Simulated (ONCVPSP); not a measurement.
## Before and after: ONCV potential for Fe

ONCVPSP 4.0.1 input, shortened (lines: element, Z, core and valence counts, functional; n l f; lmax; l rc ep ncon nbas qcut; lloc lpopt rc5 dvloc0; l nproj debl; icmod fcfact rcfact), LDA (Perdew-Wang 92), scalar-relativistic:

```
  Fe 26.00    5    3  -001012      upf
    1    0    2.00
    2    0    2.00
    2    1    6.00
    3    0    2.00
    3    1    6.00
    3    2    6.00
    4    0    1.00
    4    1    1.00
    2
    0    1.75    0.00    3    8    3.90
    1    2.40    0.00    4    9    3.50
    2    1.05    0.00    4    9   15.60
    2    5    1.05    0.00
    0    3    3.20
    1    2    3.80
    2    0    2.30
    1    0.20    0.00
```

All-electron outer shells of the reference configuration (LDA (PZ), scalar-relativistic, ld1.x):

```tsv
shell	level (eV)	outermost node (bohr)	outermost maximum (bohr)
3s	-95.24	0.33	0.70
3p	-61.65	0.30	0.72
3d	-9.42	–	0.71
4s	-6.56	1.00	2.35
4p	-2.25	1.10	3.13
```

Change: s: qcut 4.2; p: qcut 3.8; d: qcut 16.8.

Cutoffs: the cutoffs (Ha) at which the residual kinetic energy of the hardest occupied pseudo-wave falls to 1 and 0.1 mHa per electron; they do not see the model core or the augmentation charge, which bear on the density cutoff. Errors are all-electron minus pseudo energies relative to the spin-unpolarised reference configuration.

Q: Predict the effect on cutoff, ghosts and configuration errors.

A: The potential gets harder (87 Ha and 100 Ha → 94 Ha and 108 Ha); both files keep a bound ghost (p, s); the errors of the 4 common tests hardly move.

| quantity | base | changed |
| --- | --- | --- |
| cutoff, loose | 87 Ha | 94 Ha |
| cutoff, tight | 100 Ha | 108 Ha |
| loose cutoff by channel | s 4.4 Ha, p 2.6 Ha, d 87 Ha | s 4.3 Ha, p 3.0 Ha, d 94 Ha |
| bound ghosts | s, p | s, p |
| GHOST(+) flags under 300 eV | none | none |
| error for 3d6 4s2 4p0, meV [ΔE -4.18 eV] | -1.1 | -1.1 |
| error for 3d6 4s1 4p0, meV [ΔE 4.80 eV] | -2.9 | -2.9 |
| error for 3d6 4s0 4p0, meV [ΔE 21.28 eV] | -33 | -33 |
| error for 3d7 4s1 4p0, meV [ΔE -5.01 eV] | -107 | -106 |
| s: phases at 1.77 bohr within 0.05 rad from the reference energy up to (Ha; the scan ends near 5) | to the end of the scan | to the end of the scan |
| p: phases at 2.43 bohr within 0.05 rad from the reference energy up to (Ha; the scan ends near 5) | to the end of the scan | to the end of the scan |
| d: phases at 1.07 bohr within 0.05 rad from the reference energy up to (Ha; the scan ends near 5) | 3.9 | 4.1 |
| rms error of d²Exc/dni dnj with the model core, mHa | 5.52 | 5.53 |

 A true bound ghost makes a file unfit for plane-wave use even where its test errors are small: the radial tests pick states by their node count and pass the ghost by.
